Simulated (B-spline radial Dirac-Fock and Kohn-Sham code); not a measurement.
## Photoionisation of krypton ions at Cr Kα (5414.7 eV)

These are calculated numbers from a radial B-spline solver; the model is Dirac-Hartree-Slater photoionisation with all multipoles and Dirac-Fock thresholds. Cross sections in kb; a dash marks an empty subshell or a threshold above the photon energy.

| ion | configuration | total | 2s | 3p1/2 | 3d3/2 | 3d5/2 | 4s |
| --- | --- | --- | --- | --- | --- | --- | --- |
| Kr | [Ar] 3d10 4s2 4p6 | 38.43 | 10.9 | 1.03 | 0.184 | 0.262 | 0.224 |
| Kr⁴⁺ | [Ar] 3d10 4s2 4p2 | 38.40 | 10.9 | 1.03 | 0.186 | 0.265 | 0.280 |
| Kr⁵⁺ | [Ar] 3d10 4s2 4p1 | 38.38 | 10.9 | 1.03 | 0.187 | 0.266 | 0.298 |
| Kr⁶⁺ | [Ar] 3d10 4s2 | 38.35 | 10.9 | 1.04 | 0.188 | 0.268 | 0.318 |
